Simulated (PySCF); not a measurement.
C8H7Br.
Numbering: `[Br:1][C@:2]12[C@H:3]3[C@@H:4]4[C@@H:5]5[C@H:6]3[C@H:7]1[C@@H:8]5[C@H:9]24` (hydrogens: H10 on C3; H11 on C4; H12 on C5; H13 on C6; H14 on C7; H15 on C8; H16 on C9)

The calculation used PBE0-D3(BJ)/def2-SVP geometry optimisation, gas phase in PySCF.

Some entries are withheld. Bonds in one row agree within 0.01 Å.

```
            coordinate    value
                Br1–C2        ?
   C2–C3, C2–C7, C2–C9        ?
C3–C4 and 5 like bonds        ?
   C4–C5, C5–C6, C5–C8        ?
C3–H10, C7–H14, C9–H16  1.096 Å
C4–H11, C6–H13, C8–H15  1.097 Å
                C5–H12  1.097 Å
             Br1–C2–C3   124.3°
              C3–C2–C7        ?
              C2–C3–C4    89.1°
              C4–C3–C6        ?
              C3–C4–C5    90.0°
              C3–C4–C9    90.7°
              C4–C5–C6        ?
```

Task: Estimate the withheld lengths and angles.

Result: 
- Br1–C2 = 1.909 Å, drawn single (alkyl bromine to sp3 C–Br carbon); 0.05 Å below the sum of covalent radii, 1.96 Å.
- C2–C3, C2–C7, C2–C9 = 1.553 Å, drawn single (sp3 C–Br carbon to sp3 carbon at a ring junction); 0.03 Å above the sum of covalent radii, 1.52 Å.
- C3–C4 and 5 like bonds = 1.560 Å, drawn single (both ends sp3 carbon at a ring junction); 0.04 Å above the sum of covalent radii, 1.52 Å.
- C4–C5, C5–C6, C5–C8 = 1.559 Å, drawn single (both ends sp3 carbon at a ring junction); 0.04 Å above the sum of covalent radii, 1.52 Å.
- C3–C2–C7 = 91.2°, at the sp3 C–Br carbon, inside a 4-membered ring; the outer atoms are 2.219 Å apart.
- C4–C3–C6 = 90.0°, at the sp3 carbon at a ring junction, inside a 4-membered ring; the outer atoms are 2.206 Å apart.
- C4–C5–C6 = 90.1°, at the sp3 carbon at a ring junction, inside a 4-membered ring; the outer atoms are 2.206 Å apart.

Radii are Cordero's, carbon taken as 0.76, 0.73 or 0.69 Å for four, three, and two or fewer neighbours.

No frequency check.
